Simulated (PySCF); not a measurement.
silole (C₄H₆Si), SMILES C1=C[SiH2]C=C1. Atoms are numbered in the order given.

```xyz
11

C      0.0000     0.7425    -1.2958
C      0.0000     1.3580    -0.0885
Si     0.0000     0.0000     1.2083
C      0.0000    -1.3580    -0.0885
C      0.0000    -0.7425    -1.2958
H      0.0000     1.2814    -2.2501
H      0.0000     2.4452     0.0137
H     -1.2061     0.0000     2.0839
H      1.2061     0.0000     2.0839
H      0.0000    -2.4452     0.0137
H      0.0000    -1.2814    -2.2501
```
Charge 0, spin multiplicity 1.

Geometry: TPSSh-D3(BJ)/def2-SVP.

All values below come from PBE/pcSseg-1 run with PySCF.

GIAO shieldings, no solvent; atoms alike by connectivity are averaged. δ = σ(ref) − σ: ¹³C against TMS (σ = 182.0 ppm); ²⁹Si against TMS (σ = 335.4 ppm); ¹H against TMS (σ = 31.49 ppm), references at their B3LYP-D3(BJ)/def2-TZVP geometries, non-relativistic.

```json
[
 {"atoms": "C1, C5", "nucleus": "¹³C", "count": "2", "δ (ppm)": "159.3"},
 {"atoms": "C2, C4", "nucleus": "¹³C", "count": "2", "δ (ppm)": "134.6"},
 {"atoms": "Si3", "nucleus": "²⁹Si", "count": "1", "δ (ppm)": "[?]"},
 {"atoms": "H6, H11", "nucleus": "¹H", "count": "2", "δ (ppm)": "7.58"},
 {"atoms": "H7, H10", "nucleus": "¹H", "count": "2", "δ (ppm)": "[?]"},
 {"atoms": "H8, H9", "nucleus": "¹H", "count": "2", "δ (ppm)": "[?]"}
]
```

### Question
Complete the blanks. (The exact figures need the calculation; the answer reports its results.)

### Answer

- Si3, δ (ppm): -44.6
- H8, H9, δ (ppm): 4.97
- H7, H10, δ (ppm): 6.62
